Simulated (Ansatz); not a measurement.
Ideal-gas functions of `OBB(O)F` at 600 K and 1 bar, from an Ansatz frequency run at PBE0-D4/def2-TZVP.

Molar mass 75.64 g/mol, point group Cs (symmetry number 1), electronic degeneracy 1, moments of inertia 51.677, 152.297, 203.974 u Å². Harmonic wavenumbers (cm⁻¹, unscaled): 71, 147, 377, 405, 504, 639, 693, 716, 913, 980, 1015, 1182, 1277, 1411, 1419, 2574, 3860, 3873.

Use S(trans) = R[1.5 ln M + 2.5 ln T − 1.1517]; rotational temperatures θ = 24.2544 K / I; S(rot) = R[ln(√π/σ · √(T³/θAθBθC)) + 1.5]; for each mode x = 1.438777 ν̃/T, S = R[x/(eˣ − 1) − ln(1 − e⁻ˣ)] and H = RT x/(eˣ − 1); 1 cm⁻¹ = 0.0119627 kJ/mol; R = 8.31446 J/(mol·K).

Q: By hand: the entropy, in J/(mol·K).

A: Translation 177.3. Rotation: θ = 0.4693, 0.1593, 0.1189 K, giving 116.6. Vibration, mode by mode: 23.04, 17.03, 9.43, 8.88, 7.23, 5.53, 4.99, 4.77, 3.28, 2.89, 2.71, 1.97, 1.65, 1.27, 1.26, 0.12, 0.01, 0.01, in all 96.1. Electronic 0.0. Sum 390.0 J/(mol·K).

Q: By hand: H − E and G − E in kJ/mol, counted from the electronic energy.

A: Zero-point energy ½ × 22056 × 0.0119627 = 131.9; thermal vibration 29.9; translation, rotation and pV give 4 RT = 20.0. H − E = 181.8 kJ/mol, and G − E = 181.8 − 600 × 390.0/1000 = -52.2 kJ/mol.

Vibration gives 25 % of the entropy, 40.1 J/(mol·K) of it from the modes under 150 cm⁻¹: soft modes count most, and the harmonic formula is weakest for them. The sum counts one conformer and one mirror image; others add a mixing term.
